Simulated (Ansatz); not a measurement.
Relaxation of AlClH₄OSi (8 atoms, charge 0, multiplicity 1), to a largest force component of 0.02 eV/Å in at most 40 steps.

Computed with RHF/STO-3G (Ansatz).

```xyz
8
Properties=species:S:1:pos:R:3
Al 0.000 0.000 0.000
Cl 0.000 0.000 2.230
O 1.542 0.000 -0.890
Si 2.387 -1.376 -1.352
H 1.460 -2.351 -1.918
H 3.388 -1.020 -2.353
H 3.050 -1.955 -0.187
H -1.351 0.000 -0.780
```

Question: Where does it end, and by what steps?

Answer: The forces met the threshold. The force dipped under the threshold on the way, but the program's further checks kept it going. Limits of this set-up: minimal basis. After 27 steps the energy has fallen by 0.939 eV; Cl2 moved furthest, 1.23 Å.

| step | energy less start (eV) | largest force component (eV/Å) | accepted |
| --- | --- | --- | --- |
| 0 | 0.0000 | 2.943 | yes |
| 1 | -0.6756 | 1.960 | yes |
| 2 | -0.7497 | 0.583 | yes |
| 3 | -0.7656 | 0.438 | yes |
| 4 | -0.8190 | 0.207 | yes |
| 5 | -0.8561 | 0.239 | yes |
| 6 | -0.8746 | 0.527 | yes |
| 7 | -0.9148 | 0.116 | yes |
| 8 | -0.9190 | 0.094 | yes |
| 9 | -0.9088 | 0.387 | no |
| 10 | -0.9245 | 0.014 | yes |
| 11 | -0.9254 | 0.036 | yes |
| 12 | -0.9226 | 0.159 | no |
| 13 | -0.9264 | 0.016 | yes |
| 14 | -0.9279 | 0.031 | yes |
| 15 | -0.9289 | 0.133 | yes |
| 16 | -0.9299 | 0.096 | yes |
| 17 | -0.9321 | 0.068 | yes |
| 18 | -0.9305 | 0.243 | no |
| 19 | -0.9340 | 0.076 | yes |
| 20 | -0.9353 | 0.127 | yes |
| 21 | -0.9366 | 0.095 | yes |
| 22 | -0.9373 | 0.071 | yes |
| 23 | -0.9385 | 0.008 | yes |
| 24 | -0.9391 | 0.030 | yes |
| 25 | -0.9392 | 0.037 | yes |
| 26 | -0.9393 | 0.024 | yes |
| 27 | -0.9394 | 0.002 | yes |

```xyz
8
Properties=species:S:1:pos:R:3
Al -0.076 0.028 -0.135
Cl -0.080 -1.074 1.629
O 1.104 -0.321 -1.190
Si 2.374 -1.365 -1.275
H 1.922 -2.716 -1.222
H 3.054 -1.153 -2.507
H 3.284 -1.144 -0.201
H -1.106 1.044 -0.350
```

Whether the end is a true minimum wasn't checked by a vibrational analysis.

Run time: 21 s on 1 thread of Arm Neoverse V2, on a shared host, peak memory 0.13 GiB.
